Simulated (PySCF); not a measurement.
# Ag(2+): excitation energy

Ag(2+) [Kr] 4d9 (2D) → Ag(2+) [Kr] 4d8 5p1 (high-spin determinant), as a difference of total energies. Calculation: PySCF 2.14, in ANO-RCC-VTZP (7s6p4d2f1g, 68 functions); the spin-free X2C one-electron Hamiltonian (Gaussian nucleus). Correlated levels: valence: [Kr] frozen; valence and next inner shell: [Ar] 3d10 frozen. The calculations carry no spin-orbit coupling.

```json
{"method": "UHF", "excitation energy (eV)": "14.042"}
{"method": "LDA", "excitation energy (eV)": "14.956"}
{"method": "PBE", "excitation energy (eV)": "14.681"}
{"method": "PBE0", "excitation energy (eV)": "14.767"}
{"method": "MN15", "excitation energy (eV)": "15.154"}
{"method": "wB97X", "excitation energy (eV)": "15.289"}
{"method": "BLYP", "excitation energy (eV)": "14.573"}
{"method": "MP2 (valence)", "excitation energy (eV)": "15.046"}
{"method": "SCS-MP2 (valence)", "excitation energy (eV)": "15.092"}
{"method": "SCS-MP2 (valence and next inner shell)", "excitation energy (eV)": "14.983"}
```

Question: Estimate what MP2 (valence and next inner shell) gives.

Answer: 15.033 eV, closest to MP2 (valence) among the rows shown.

Question: Estimate what r2SCAN gives.

Answer: 14.538 eV, closest to BLYP among the rows shown.

A first-order spin-orbit estimate (lowest level to lowest level, LS coupling) adds -0.021 eV.

The basis was made for the ground configuration and has no added diffuse functions, so the excitation energy can come out too high.

The determinant of the upper state mixes LS terms, which raises its energy above the lowest term, most at the Hartree-Fock and MP2 levels.
